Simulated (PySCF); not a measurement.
Computed shifts of a molecule C₂H₅NOSi, PBE/pcSseg-1 run with PySCF, GIAO, gas phase, atoms alike by connectivity averaged where their shifts nearly agree, in ppm (number of nuclei): ¹⁵N: 304.2 (1). ¹³C: 116.2 (1), 4.9 (1). ²⁹Si: -13.1 (1). ¹H: 5.57 (2), 2.21 (2), 0.90 (1). References: ¹⁵N against NH3 (σ = 267.0 ppm); ¹³C against TMS (σ = 182.0 ppm); ²⁹Si against TMS (σ = 335.4 ppm); ¹⁷O against H2O (σ = 334.3 ppm); ¹H against TMS (σ = 31.49 ppm), references at their B3LYP-D3(BJ)/def2-TZVP geometries, non-relativistic. Coordinates come from a B3LYP-D3(BJ)/def2-SVP optimisation. Other conformers were not sampled.

Task: Which structure fits?
A) N#CC[SiH2]O
B) O=C/N=C/[SiH3]
C) N[Si@H]1C=CO1
D) C[SiH2]N=C=O

Result: A, N#CC[SiH2]O
